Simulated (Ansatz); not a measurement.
`[OH][Hf]([F])([F])[Br]` and `[OH][Hf]([F])([F])[F]` differ in one atom or group.

Ansatz, PBE0-D4/def2-TZVP geometries, multiplicity 1. Each molecule was computed in one conformer, which needn't be the lowest.

Elements past krypton have def2 core potentials. Scalar relativity is left out up to krypton.

```csv
property,`[OH][Hf]([F])([F])[Br]`
zero-point energy (PBE0-D4/def2-TZVP) / kJ/mol,44.9
LUMO energy (ωB97M-V/def2-TZVPP) / eV,0.65
HOMO energy (PBE/def2-TZVPP) / eV,-7.50
HOMO–LUMO gap (ωB97M-V/def2-TZVPP) / eV,11.67
LUMO energy (PBE/def2-TZVPP) / eV,-1.59
HOMO energy (PBE0/def2-TZVPP) / eV,-8.82
```

(1) Give the same properties after the change, and the shifts. (An estimate is asked.)

## Answers

(1) Ansatz gave: 
```csv
property,`[OH][Hf]([F])([F])[F]`,shift
zero-point energy (PBE0-D4/def2-TZVP) / kJ/mol,47.7,2.8
LUMO energy (ωB97M-V/def2-TZVPP) / eV,0.55,-0.10
HOMO energy (PBE/def2-TZVPP) / eV,-8.46,-0.96
HOMO–LUMO gap (ωB97M-V/def2-TZVPP) / eV,13.28,1.61
LUMO energy (PBE/def2-TZVPP) / eV,-1.31,0.28
HOMO energy (PBE0/def2-TZVPP) / eV,-10.24,-1.42
```

With PBE0 the HOMO falls by 1.42 eV and the LUMO rises by 0.13 eV, so the gap widens by about 1.55 eV. PBE moves the HOMO by -0.96 eV and ωB97M-V by -1.70 eV.

Spin–orbit coupling is left out; it splits and shifts lone-pair levels of the heavy atoms by tenths of an eV.
